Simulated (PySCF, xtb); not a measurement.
H₆S, SMILES [H][S@OH27]([H])([H])([H])([H])[H].

Harmonic wavenumbers (cm⁻¹) from GFN2-xTB (xtb 6.7.1) at its own minimum, in rising order: 1221, 1221, 1221, 1261, 1262, 1262, 1509, 1510, 1510, 1692, 1692, 1692, 1765, 1765, 1949.

Problem. What does ωB97X-D3(BJ)/def2-TZVP run with PySCF give at its own minimum? (An estimate is asked for; the answer gives what the named calculation found.)

Solution. 1365, 1365, 1365, 1406, 1406, 1406, 1425, 1425, 1425, 2059, 2059, 2168, 2168, 2168, 2357. Paired by order, the mean absolute difference is 236 cm⁻¹ and the zero-point energies are 32.2 and 36.6 kcal/mol.
